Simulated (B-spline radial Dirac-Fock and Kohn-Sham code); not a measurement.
ΔSCF core binding energies without Breit or QED terms, calculated with a radial B-spline solver.

A sound run for the free neodymium atom, [Xe] 4f4 6s2: The ground state converged in 13 iterations, with total energy -9625.13683 Ha, virial ratio 1.92741 and highest orbital energy -4.74 eV. ΔSCF binding energies: K (1s) 43746.4 eV, L3 (2p3/2) 6226.3 eV, M5 (3d5/2) 983.4 eV.

A second run, with one unsound setting: The ground state had not converged after 2 iterations, with total energy -9616.08741 Ha, virial ratio 1.90994 and highest orbital energy 72.72 eV. ΔSCF binding energies: K (1s) 43872.1 eV, L3 (2p3/2) 6336.7 eV, M5 (3d5/2) 1064.8 eV (not all states converged, so these are not final).

```
iter   energy (Ha)        error
   1    -9612.43950673  2.01e+00
   2    -9616.08741222  6.95e-01
```

Question: Which fault fits the second run best?
A. mesh too coarse
B. too few iterations
C. box too small
D. functional not served

Answer: B. The input had maxit = 2: maxit ends the run before self-consistency.
